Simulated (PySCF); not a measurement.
State search for BiB

Unrestricted PBE0; Bi cc-pVDZ-PP with ECP60, B cc-pVDZ; scalar-relativistic core potentials (PySCF 2.14). Outer shells of the fragments: Bi 5d10 6s2 6p3; B 2s2 2p1.

Followed along the bond (rough minima from three points):

```json
{"2Ms+1": "3", "unpaired": "σ ↑, π ↑", "⟨S²⟩ at the start": "2.01", "R at minimum (Å)": "2.15", "Te (eV)": "0.00"}
{"2Ms+1": "1", "unpaired": "σ ↓, π ↑", "⟨S²⟩ at the start": "1.09", "R at minimum (Å)": "2.16", "Te (eV)": "0.14"}
{"2Ms+1": "3", "unpaired": "π ↑↑", "⟨S²⟩ at the start": "2.01", "R at minimum (Å)": "2.42", "Te (eV)": "0.43"}
{"2Ms+1": "1", "unpaired": "π ↑↓", "⟨S²⟩ at the start": "1.00", "R at minimum (Å)": "2.41", "Te (eV)": "0.71"}
{"2Ms+1": "1", "unpaired": "none", "⟨S²⟩ at the start": "0.00", "R at minimum (Å)": "2.03", "Te (eV)": "0.87"}
```

Solutions found at the starting distance of 2.275 Å, counted from the lowest of them; the search is not exhaustive and high or unbound solutions are not listed, so other states can lie among these:

```tsv
2Ms+1	unpaired	term	E (eV)	⟨S²⟩	⟨Lz²⟩	μ (D)
3	σ ↑, π ↑	³Π	0.00	2.01	1.01	-1.12
1	σ ↓, π ↑	mixed	0.13	1.09	1.00	-1.08
3	π ↑↑	³Σ⁻	0.39	2.01	0.00	-2.30
1	π ↑↓	mixed	0.67	1.00	2.01	-2.40
1	none	¹Σ⁺	1.16	0.00	0.00	-0.85
5	σ ↑, π ↑↑↑	⁵Π	1.27	6.01	1.00	-1.91
1	none	mixed	1.40	0.00	2.00	-2.64
3	σ ↑, π ↑↑↓	mixed	1.75	3.01	3.01	-1.82
3	σ ↓, π ↑↑↑	mixed	1.96	3.02	1.00	-2.38
1	σ ↑, π ↑↓↓	mixed	2.17	2.02	3.01	-2.40
```

A term symbol is given only where ⟨S²⟩ and ⟨Lz²⟩ are close to those of a pure state; real π, δ and φ orbitals otherwise mix terms. A positive dipole means Bi(−)B(+).

Spin–orbit coupling is left out, which matters for elements this heavy, above all for dissociation energies.
